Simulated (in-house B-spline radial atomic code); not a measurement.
Stripping rhodium of all its electrons. The total binding energy is the sum of the 45 successive ionisation energies. Configuration: [Kr] (4d3/2)4 (4d5/2)4 5s1. Method: Dirac-Hartree-Fock, average of the jj configuration, Fermi nucleus of rms radius 4.4945 fm. Calculated with a radial B-spline atomic code at the basis-set limit.

Dirac-Coulomb total energy: -4782.6579 hartree. First-order corrections (hartree): Breit 3.052, self-energy 2.304, vacuum polarisation -0.2722, recoil 0.0177.

(1) What total binding energy follows, and how does it compare with the sum of NIST's ionisation energies?

(2) What share of the binding belongs to the last two electrons?

Results:

(1) 130004 eV from the corrected total, against 130033 ± 48 eV from NIST's table (measured, semi-empirical and theoretical entries, uncertainties added in quadrature). The difference, +29 eV, is within about twice the table's uncertainty, so it can't show the correlation energy.

(2) 43 % by NIST's values (55799.0 eV).
